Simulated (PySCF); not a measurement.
# Unknowns

- shieldings: GIAO PBE0/pcSseg-1
- geometry: GFN2-xTB
- code: PySCF 2.14.0 with density-fitted response routines
- non-relativistic, no solvent, a single conformation, equivalent nuclei averaged

Scale: ¹H (σ = 31.72 ppm) and ¹³C (σ = 186.93 ppm) vs TMS (reference shieldings calculated alike). Splittings of carbon signals by F and P are missing where no couplings were computed. Where no couplings were computed, multiplicities follow the n + 1 count of equivalent neighbours, and m marks all less simple cases (inequivalent or close neighbours, rings, F or P nearby). Shifts are as computed. Against solution values, carbons near 30 ppm lie about +3 ppm off and those near 130 ppm about +5 ppm. Of 1211 compounds with measured shifts, 218 miss one by over three times the rms of a fit or turn the order of signals round; such compounds aren't used in these exercises.

Question: C8H11NSi. ¹H NMR (300 MHz, computed): δ 8.00 (s, 1H), 6.72 (m, 1H), 4.87 (m, 1H), 4.53 (m, 1H), 3.90 (s, 3H), 2.49 (m, 1H), 1.41 (d, 3H). ¹³C{¹H} NMR (computed): δ 159.2 (C), 153.0 (CH), 148.4 (CH), 102.1 (C), 93.4 (C), 53.3 (CH3), 36.0 (CH), 19.5 (CH3). Give a structure.

Answer: `C(/C=N/C)#CC1=C[SiH2][C@H]1C`. Rings plus π bonds: 5 (1 ring in the answer). 8 carbon signals for 8 carbons: no two carbons are equivalent. Carbon types of the structure: 3 × C, 3 × CH, 2 × CH3, leaving 2 H on heteroatoms. δC 159.2: fully substituted alkene carbon; an sp2 carbon of a C=C bond. δC 153.0: alkene CH; as expected for a trigonal carbon in a double bond. δC 148.4: C=N carbon. δC 102.1, 93.4: alkyne carbon; sp carbons lie upfield of alkene carbons because the cylindrical π system leaves one tensor component strongly shielded.

The data come from this structure; uniqueness wasn't tested.

Question: C7H12P2. ¹H NMR (300 MHz, computed): δ 7.96 (m, 1H), 6.54 (m, 1H), 4.11 (m, 1H), 2.70 (m, 2H), 2.40 (m, 2H), 2.19 (m, 1H), 2.19 (d, 3H), 2.14 (m, 1H). ¹³C{¹H} NMR (computed): δ 151.5 (CH), 148.7 (CH), 42.2 (CH), 31.5 (CH2), 25.1 (CH3), 19.6 (CH2). Identify the compound.

Answer: `C/C=C/P=P\C1CCC1`. 6 carbon signals for 7 carbons: some carbons are equivalent by symmetry or fast rotation. Carbon types of the structure: 3 × CH, 3 × CH2, 1 × CH3, which accounts for all hydrogens. δC 151.5, 148.7: alkene CH; the olefinic region. δC 25.1: allylic methyl carbon; aliphatic region, no heteroatom directly attached. δH 7.96, 6.54: hydrogen on an alkene CH; a vinylic proton, deshielded by the sp2 carbon and the C=C anisotropy. δH 2.19: hydrogen on an allylic methyl carbon; allylic position.

This is the structure that produced the data.
